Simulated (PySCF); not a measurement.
From one molecule to another.

First species: H10O2Si5.
InChI=1S/H10O2Si5/c1-7(3)2-4-5-6-7/h1H,4-6H2,3H3/t7-/m1/s1

Second species: CF3SO3H.
SMILES: `O=S(=O)(O)C(F)(F)F`

Levels: CAM-B3LYP/def2-SVPD for HOMO energy, LUMO energy, HOMO–LUMO gap and static isotropic polarisability; TDDFT CAM-B3LYP/def2-SVPD for lowest singlet excitation; TDA CAM-B3LYP/def2-SVPD for lowest triplet excitation (Tamm–Dancoff). Geometries: GFN2-xTB. Each species is one conformer at its optimised geometry, gas phase, non-relativistic unless stated. Electronic properties by PySCF.

The conformers computed, where there is a choice (atom-mapped SMILES and torsion angles):
- `[O:1]=[S:2](=[O:3])([OH:4])[C:5]([F:6])([F:7])[F:8]`: O1–S2–C5–F6 -56°, H–O4–S2–O1 11°

The conformers of `O[Si@]1([SiH3])O[SiH2][SiH2][SiH2]1` aren't listed.

```tsv
property	column X	column Y
HOMO energy	-11.61 eV	-8.55 eV
LUMO energy	0.16 eV	-0.06 eV
HOMO–LUMO gap	11.77 eV	8.49 eV
lowest singlet excitation	8.53 eV	5.26 eV
lowest triplet excitation (Tamm–Dancoff)	8.11 eV	4.72 eV
static isotropic polarisability	46.3 au	145.8 au
```

Problem. Which column belongs to which species?

Solution. Column X is the second species and column Y the first. The first has 17 atoms and 96 electrons, the second 9 and 74.

Problem. How does each property change from the first species to the second?

Solution. HOMO energy -3.06 eV; LUMO energy +0.22 eV; HOMO–LUMO gap +3.28 eV; lowest singlet excitation +3.27 eV; lowest triplet excitation (Tamm–Dancoff) +3.39 eV; static isotropic polarisability -99.5 au.

On the first: No computed singlet falls in the visible range (750 to 380 nm, 1.65 to 3.26 eV); S1 lies 2.00 eV above its blue end. The vertical singlet–triplet gap S1 − T1 is 0.54 eV (TDDFT singlet less Tamm–Dancoff triplet; S1: HOMO→LUMO, weight 0.84; T1: HOMO→LUMO, weight 0.88).

On the second: No computed singlet falls in the visible range (750 to 380 nm, 1.65 to 3.26 eV); S1 lies 5.27 eV above its blue end. The polarisability is 6.86 Å³ as a volume (1 au = 0.148185 Å³), or 0.63 au for each of the 74 electrons.
